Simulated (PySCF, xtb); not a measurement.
Torsion H4–O1–Si2–S3 in H2OSSi (SMILES O[Si]S); at each angle all else is relaxed with GFN2-xTB, and the levels are single points there.
Geometry at 180° (charge 0, multiplicity 1):
```xyz
5

O     -0.9806     0.4360    -0.7019
Si    -0.0330    -0.8684    -0.3900
S      1.7474    -0.0956    -1.3769
H     -1.8890     0.5089    -0.4264
H      1.2082     1.0547    -1.7536
```

On the grid 0° to 330°, 270° is the highest and 180° the lowest point at MP2/CBS(cc-pV(T+d)Z, cc-pV(Q+d)Z) + ΔCCSD(T)/cc-pV(T+d)Z.

Rows in 6-31G* carry no dispersion term and start afresh at each structure (6-31G* with six Cartesian d functions). MP2/6-31G* freezes PySCF's default core.

Programs: PySCF for 6-31G* rows, M06-2X; xtb for the GFN methods. Each number belongs to the level named beside it.

Problem. One of these levels gives 26.4 kJ/mol for the energy at 270° less that at 180°. Which one is it?
A) M06-2X/def2-TZVPP
B) GFN1-xTB
C) M06-2X/6-31G*
D) MP2/6-31G*

Solution. C, M06-2X/6-31G*. The others give 5.1 (GFN1-xTB), 22.3 (M06-2X/def2-TZVPP), 30.1 (MP2/6-31G*)
